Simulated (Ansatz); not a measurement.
Pb3O4⁺. Total charge 1; doublet. Geometry PBE0-D4/def2-SVP.

| atom | x (Å) | y (Å) | z (Å) |
| --- | --- | --- | --- |
| Pb1 | 1.547 | 0.615 | -0.382 |
| Pb2 | -1.192 | 1.548 | -1.853 |
| Pb3 | -1.487 | -0.689 | 0.479 |
| O4 | 0.384 | -1.481 | 1.639 |
| O5 | -0.236 | -0.411 | -1.456 |
| O6 | 1.518 | -0.998 | 1.314 |
| O7 | -0.535 | 1.416 | 0.259 |

In the def2 sets Pb takes a core potential; there is no spin–orbit coupling. The structure holds one bond between oxygen atoms, so isomers without such links may lie far lower. Another isomer (doublet) lies 0.45 eV lower at PBE0-D4/def2-TZVP; other spin states weren't run for this one.

Task: Estimate the α-spin orbital energies around the gap (eV) in Ansatz with PBE-D4/def2-TZVP, revPBE-D4/def2-TZVP, r2SCAN-D4/def2-TZVP, PBE0-D4/def2-TZVP.

Result: 
```json
{"orbital": "HOMO−9", "PBE-D4/def2-TZVP": "-15.89", "revPBE-D4/def2-TZVP": "-15.78", "r2SCAN-D4/def2-TZVP": "-16.29", "PBE0-D4/def2-TZVP": "-17.49"}
{"orbital": "HOMO−8", "PBE-D4/def2-TZVP": "-14.70", "revPBE-D4/def2-TZVP": "-14.59", "r2SCAN-D4/def2-TZVP": "-15.07", "PBE0-D4/def2-TZVP": "-16.11"}
{"orbital": "HOMO−7", "PBE-D4/def2-TZVP": "-11.85", "revPBE-D4/def2-TZVP": "-11.74", "r2SCAN-D4/def2-TZVP": "-12.17", "PBE0-D4/def2-TZVP": "-13.31"}
{"orbital": "HOMO−6", "PBE-D4/def2-TZVP": "-11.82", "revPBE-D4/def2-TZVP": "-11.70", "r2SCAN-D4/def2-TZVP": "-12.10", "PBE0-D4/def2-TZVP": "-13.16"}
{"orbital": "HOMO−5", "PBE-D4/def2-TZVP": "-11.82", "revPBE-D4/def2-TZVP": "-11.70", "r2SCAN-D4/def2-TZVP": "-12.09", "PBE0-D4/def2-TZVP": "-13.14"}
{"orbital": "HOMO−4", "PBE-D4/def2-TZVP": "-11.54", "revPBE-D4/def2-TZVP": "-11.42", "r2SCAN-D4/def2-TZVP": "-11.78", "PBE0-D4/def2-TZVP": "-12.72"}
{"orbital": "HOMO−3", "PBE-D4/def2-TZVP": "-11.24", "revPBE-D4/def2-TZVP": "-11.14", "r2SCAN-D4/def2-TZVP": "-11.52", "PBE0-D4/def2-TZVP": "-12.41"}
{"orbital": "HOMO−2", "PBE-D4/def2-TZVP": "-10.47", "revPBE-D4/def2-TZVP": "-10.36", "r2SCAN-D4/def2-TZVP": "-10.95", "PBE0-D4/def2-TZVP": "-12.17"}
{"orbital": "HOMO−1", "PBE-D4/def2-TZVP": "-9.90", "revPBE-D4/def2-TZVP": "-9.79", "r2SCAN-D4/def2-TZVP": "-10.17", "PBE0-D4/def2-TZVP": "-11.36"}
{"orbital": "HOMO", "PBE-D4/def2-TZVP": "-9.84", "revPBE-D4/def2-TZVP": "-9.74", "r2SCAN-D4/def2-TZVP": "-10.14", "PBE0-D4/def2-TZVP": "-11.07"}
{"orbital": "LUMO", "PBE-D4/def2-TZVP": "-8.01", "revPBE-D4/def2-TZVP": "-7.87", "r2SCAN-D4/def2-TZVP": "-7.91", "PBE0-D4/def2-TZVP": "-7.42"}
{"orbital": "LUMO+1", "PBE-D4/def2-TZVP": "-6.97", "revPBE-D4/def2-TZVP": "-6.82", "r2SCAN-D4/def2-TZVP": "-6.74", "PBE0-D4/def2-TZVP": "-6.26"}
{"orbital": "LUMO+2", "PBE-D4/def2-TZVP": "-6.28", "revPBE-D4/def2-TZVP": "-6.14", "r2SCAN-D4/def2-TZVP": "-6.05", "PBE0-D4/def2-TZVP": "-5.54"}
{"orbital": "LUMO+3", "PBE-D4/def2-TZVP": "-5.49", "revPBE-D4/def2-TZVP": "-5.37", "r2SCAN-D4/def2-TZVP": "-5.22", "PBE0-D4/def2-TZVP": "-4.72"}
{"orbital": "LUMO+4", "PBE-D4/def2-TZVP": "-5.47", "revPBE-D4/def2-TZVP": "-5.35", "r2SCAN-D4/def2-TZVP": "-5.19", "PBE0-D4/def2-TZVP": "-4.69"}
{"orbital": "LUMO+5", "PBE-D4/def2-TZVP": "-5.37", "revPBE-D4/def2-TZVP": "-5.25", "r2SCAN-D4/def2-TZVP": "-5.07", "PBE0-D4/def2-TZVP": "-4.63"}
{"orbital": "β HOMO", "PBE-D4/def2-TZVP": "-9.61", "revPBE-D4/def2-TZVP": "-9.49", "r2SCAN-D4/def2-TZVP": "-9.74", "PBE0-D4/def2-TZVP": "-10.66"}
{"orbital": "β LUMO", "PBE-D4/def2-TZVP": "-8.72", "revPBE-D4/def2-TZVP": "-8.56", "r2SCAN-D4/def2-TZVP": "-8.29", "PBE0-D4/def2-TZVP": "-7.40"}
```
